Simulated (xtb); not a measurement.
Ge(I)(SH) (GeHIS), SMILES [SH][Ge][I] (connectivity only; charge and spin as stated), neutral, multiplicity 1. All values are semi-empirical tight-binding results from xtb (GFN2-xTB unless named), good for trends rather than for accurate numbers. The structure is a stationary point at GFN2-xTB. The values are those of a single conformer.

For metal compounds this method's bond lengths and energies can be far off.

Q: Estimate the properties. (The exact figures need the calculation; the answer reports its results.)

A: 
```yaml
point_group_as_xtb_finds_it: Cs
orbital_gap: 3.18 eV
zero_point_energy: 5.7 kcal/mol
G − E(el) at 298.15 K (modified RRHO): -14.0 kcal/mol
```
